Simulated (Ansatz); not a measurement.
Compare A (`C[SiH2]C(=N)Cl`) with its isomer B (`C=C[SiH](N)Cl`).

Isolated molecules relaxed with PBE0-D4/def2-TZVP in Ansatz; ΔE leaves out vibrations. CCSD(T)/CBS is the MP2 limit (def2-TZVPP, def2-QZVPP) plus CCSD(T) − MP2 in def2-TZVPP, frozen cores. Functionals use def2-TZVPP. B3LYP here is the variant with VWN-RPA as its local correlation; programs differ in this. Each species was taken in one conformer, which may not be the lowest.

**Question.** Which isomer does CCSD(T)/CBS put lower? Give the gap. (Best estimate.)

**Answer.** Computed: B, by 210.1 kJ/mol.

**Question.** Give E(B) − E(A) in kJ/mol with CCSD(T)/def2-SVP, CCSD(T)/def2-TZVPP, B3LYP-D4, LDA (SPW92), ωB97M-V, PBE0-D4, HF/def2-TZVPP. (Best estimate.)

**Answer.** Ansatz gave: CCSD(T)/def2-SVP -178.7, CCSD(T)/def2-TZVPP -201.7, B3LYP-D4 -196.5, LDA (SPW92) -184.1, ωB97M-V -205.4, PBE0-D4 -195.5, HF/def2-TZVPP -225.2. None reverses the order clearly.

**Question.** Does the order hold for the free energy at 298.15 K (harmonic terms from PBE0-D4)? (Best estimate.)

**Answer.** The calculation gave: Yes: G(B) − G(A) = -197.3 kJ/mol, for one conformer each. Modes under 60 cm⁻¹, often nearly free rotors, make the harmonic entropy too high.

Largest T1 diagnostic: 0.013.

From BLYP to BHLYP (50 % exact exchange), in def2-TZVPP and without D4, E(B) − E(A) moves by −35.3 kJ/mol. At CCSD(T), def2-SVP lies +31.4 kJ/mol from the extrapolated value and def2-TZVPP +8.4 kJ/mol.
